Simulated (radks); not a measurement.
Values are calculated unless marked as measured or tabulated.
Problem. Valence configurations of the gadolinium ion Gd+ (all share [Xe]). Level of theory: scalar-relativistic Kohn-Sham, LDA (Slater exchange, Perdew-Wang correlation), spin-unpolarised, spherical densities, point nucleus (a radial shooting solver on a logarithmic mesh with Libxc functionals). Order these by energy: 4f7 6s2; 4f5 5d3 6s1; 4f7 5d1 6s1; 4f7 5d0.5 6s1 6p0.5; 4f7 5d0.5 6p1.5; 4f6.5 6s1 6p1.5; 4f7 5d1 6p1; 4f6 5d2 6s1; 4f7 5d2; 4f7 6s1 6p1.

Solution. From the lowest, in eV above it: 4f7 6s2 0.000; 4f7 5d1 6s1 0.607; 4f7 5d2 1.751; 4f7 5d0.5 6s1 6p0.5 2.130; 4f7 6s1 6p1 3.973; 4f7 5d1 6p1 4.294; 4f7 5d0.5 6p1.5 6.005; 4f6 5d2 6s1 9.986; 4f6.5 6s1 6p1.5 11.028; 4f5 5d3 6s1 25.178. NIST lists [Xe] 4f7 5d1 6s1 as the ground configuration; this level of theory puts 4f7 6s2 lower, by 0.607 eV. The energies are those of spherical spin-averaged densities, not of single terms.
